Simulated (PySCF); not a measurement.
Species: C₇H₁₀.
Atom-mapped SMILES: `[CH2:1]=[C:2]([CH3:3])[C@@H:4]1[C@@H:5]2[CH2:6][C@H:7]12` (hydrogens: H8, H9 on C1; H10, H11, H12 on C3; H13 on C4; H14 on C5; H15, H16 on C6; H17 on C7)

Structure optimised with GFN2-xTB, isolated species.

**Question.** Give the optimised bond lengths and angles.

**Answer.** 
```json
{"bond": "C1=C2", "length (bohr)": "2.501"}
{"bond": "C2–C3", "length (bohr)": "2.832"}
{"bond": "C2–C4", "length (bohr)": "2.822"}
{"bond": "C4–C5, C4–C7", "length (bohr)": "2.834"}
{"bond": "C5–C6, C6–C7", "length (bohr)": "2.827"}
{"bond": "C5–C7", "length (bohr)": "2.809"}
{"bond": "C1–H8", "length (bohr)": "2.035"}
{"bond": "C1–H9", "length (bohr)": "2.035"}
{"bond": "C3–H10, C3–H11, C3–H12", "length (bohr)": "2.057"}
{"bond": "C4–H13", "length (bohr)": "2.061"}
{"bond": "C5–H14, C7–H17", "length (bohr)": "2.021"}
{"bond": "C6–H15", "length (bohr)": "2.046"}
{"bond": "C6–H16", "length (bohr)": "2.048"}
```

Bonds in one row agree within 0.02 bohr and their mean is given. A selection of angles:
```json
{"angle": "C2–C1–H8", "degrees": "122.0"}
{"angle": "C2–C1–H9", "degrees": "121.4"}
{"angle": "H8–C1–H9", "degrees": "116.6"}
{"angle": "C1–C2–C3", "degrees": "123.3"}
{"angle": "C1–C2–C4", "degrees": "122.0"}
{"angle": "C3–C2–C4", "degrees": "114.7"}
{"angle": "C2–C3–H10", "degrees": "110.3"}
{"angle": "C2–C3–H11", "degrees": "111.1"}
{"angle": "H10–C3–H11", "degrees": "108.8"}
{"angle": "H10–C3–H12", "degrees": "107.6"}
{"angle": "C2–C4–C5", "degrees": "122.4"}
{"angle": "C2–C4–C7", "degrees": "122.7"}
{"angle": "C2–C4–H13", "degrees": "112.1"}
{"angle": "C5–C4–C7", "degrees": "59.4"}
{"angle": "C5–C4–H13", "degrees": "114.8"}
{"angle": "C4–C5–C6", "degrees": "97.1"}
{"angle": "C4–C5–C7", "degrees": "60.1"}
{"angle": "C4–C5–H14", "degrees": "131.3"}
{"angle": "C6–C5–C7", "degrees": "60.3"}
{"angle": "C6–C5–H14", "degrees": "131.3"}
{"angle": "C7–C5–H14", "degrees": "134.1"}
{"angle": "C5–C6–C7", "degrees": "59.6"}
{"angle": "C5–C6–H15", "degrees": "119.3"}
{"angle": "C5–C6–H16", "degrees": "117.3"}
{"angle": "H15–C6–H16", "degrees": "113.7"}
```

Dihedral angles: C1–C2–C4–C5 104° (anticlinal); C2–C4–C5–C6 -62° (synclinal); C4–C5–C6–C7 -50° (synclinal); C5–C6–C7–C4 50° (synclinal); C2–C4–C7–C6 62° (synclinal); C4–C5–C7–C6 119° (anticlinal).

The 3-membered ring C5–C6–C7 has internal angles of 59.6° to 60.3°. Of the pairs four or more bonds apart, C2···H15 is among the closest relative to their van der Waals radii: 2.56 Å, 88 % of the sum of Bondi's values. The 8 C–C bonds span 1.323 Å (C1=C2, drawn double) to 1.502 Å (C4–C5, drawn single), a spread of 0.179 Å. The 3-membered ring C4–C5–C7 has internal angles of 59.4° to 60.5°.

Point group: C1 (no symmetry element, even within 0.4 Å). Not checked by GFN2-xTB frequencies. One conformer, not necessarily the lowest.

All values are computed, not measured.
